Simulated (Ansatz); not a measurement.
Calculated with Ansatz (gas phase, PBE0-D4/def2-TZVP geometries, no zero-point term in ΔE). CCSD(T)/CBS is the MP2 limit (def2-TZVPP, def2-QZVPP) plus CCSD(T) − MP2 in def2-TZVPP, frozen cores. Functionals use def2-TZVPP. def2 core potentials past Kr. For Sn outer-core shells are correlated without core-valence functions, which leaves a few kJ/mol of doubt a bond. One conformer a species, not always the lowest.

Consider the redistribution: `[OH][SnH3]` + `NB(O)Cl` → `[OH][SnH2][OH]` + `NBCl`.

```
         species  r2SCANh-D4 energy (Eh)
    `[OH][SnH3]`              -291.97683
       `NB(O)Cl`              -616.94257
`[OH][SnH2][OH]`              -367.22942
          `NBCl`              -541.65698
```

(1) Work out ΔE.

Largest T1 diagnostic among the species: 0.014.

Answers

(1) ΔE = (-367.22942) + (-541.65698) − (-291.97683) − (-616.94257) = 0.03300 Eh = +86.6 kJ/mol. CCSD(T)/CBS gives +74.9 kJ/mol.

From BLYP to BHLYP (50 % exact exchange), in def2-TZVPP and without D4, ΔE moves by +14.7 kJ/mol. At CCSD(T), def2-SVP lies +26.9 kJ/mol from the extrapolated value and def2-TZVPP +6.9 kJ/mol.
